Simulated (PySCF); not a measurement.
SMILES [NH2][InH][Cl], PBE0/def2-SVP optimised geometry.

```
6

In     0.30    -0.19     0.00
H      2.00    -0.19     0.00
Cl    -0.84    -2.25     0.19
N     -1.01     1.33     0.00
H     -2.00     1.14    -0.16
H     -0.76     2.25    -0.32
```

Density from PBE0/def2-TZVP, def2 effective core potentials past Kr (PySCF) at that geometry. The core electrons that the potentials of In replace are not part of the density.

Minimum of the electron density along straight lines between bonded atoms, close to the bond critical point (lines longer than 1.1 times the sum of covalent radii, or with two minima, are not listed):

```tsv
bond	length / Å	ρ at the minimum / e bohr⁻³	∇²ρ there / e bohr⁻⁵	position (fraction from the first atom)
In1–H2	1.703	0.110	0.09	0.64
In1–Cl3	2.362	0.080	0.21	0.48
In1–N4	2.007	0.118	0.41	0.52
N4–H5	1.015	0.332	-1.62	0.74
N4–H6	1.014	0.332	-1.61	0.74
```
